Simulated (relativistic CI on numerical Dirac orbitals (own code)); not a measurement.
Method of calculation: Dirac-Coulomb-Breit CI, separate exchange-only KLI orbitals for each configuration, model QED (radiative potential, 1s self-energy scaled to tabulated hydrogen-like ionisation energies), valence Slater integrals scaled by 0.85, P86 correlation energy added to each configuration (own radial code, finite nucleus).

Configurations in the expansion (outside the closed core [Ne]): 3s2.3p, 3s2.4s, 3s.3p2, 3s2.3d, 3s2.4p, 3s2.5s, 3s2.4d, 3s2.5p, 3s2.4f, 3s2.6s, 3s2.6p, 3s2.5f, 3s2.5g, 3s2.5d, 3p3, 3s2.6d, 3s.3p.3d. Levels of other configurations are missing.

Correlation outside the listed configurations is missing or only estimated: errors of thousands of cm⁻¹ between configurations and terms are usual at this charge. Rates and lifetimes follow the computed energies and can be off by large factors. The fine structure of a lone outer electron comes out too small, for d and f at times inverted, and misplaced configurations move strength between like terms. 15 of the 26 excited levels that our extract of the measured tables holds in this range could be paired (the sources list more); they are missed by 4062 cm⁻¹ on average and 6193 at most, and levels without a partner can miss by more.

Outline of the computed level scheme of Al I. Lowest level of each configuration: 3s2.3p 2P°_1/2 at 0.0000 eV; 3s.3p2 4P_1/2 at 3.3157 eV; 3s2.4s 2S_1/2 at 3.7137 eV; 3s2.3d 2D_3/2 at 4.5038 eV; 3s2.4p 2P°_1/2 at 4.6480 eV; 3s2.5s 2S_1/2 at 5.2843 eV; 3s2.4d 2D_3/2 at 5.3658 eV; 3s2.5p 2P°_1/2 at 5.6167 eV; 3s2.6s 2S_1/2 at 5.8756 eV.

Some strong electric-dipole decays among the lowest 18 levels: 3s2.4s 2S_1/2 → 3s2.3p 2P°_3/2 (1.8e+08 s⁻¹); 3s2.4d 2D_5/2 → 3s2.3p 2P°_3/2 (1.5e+08 s⁻¹); 3s2.4d 2D_3/2 → 3s2.3p 2P°_1/2 (1.2e+08 s⁻¹); 3s2.4s 2S_1/2 → 3s2.3p 2P°_1/2 (9.2e+07 s⁻¹); 3s2.4d 2D_5/2 → 3s2.3p 2P°_3/2 (6.9e+07 s⁻¹); 3s2.4d 2D_3/2 → 3s2.3p 2P°_1/2 (5.9e+07 s⁻¹); 3s2.3d 2D_5/2 → 3s2.3p 2P°_3/2 (5.6e+07 s⁻¹); 3s2.5s 2S_1/2 → 3s2.3p 2P°_3/2 (5.3e+07 s⁻¹).

Rates of lines that live on the mixing of spin multiplicities can be off by large factors.

LS names give the leading component of a level, which can be under half, so a name can repeat, a term be missing and a line seem to break the LS rules.
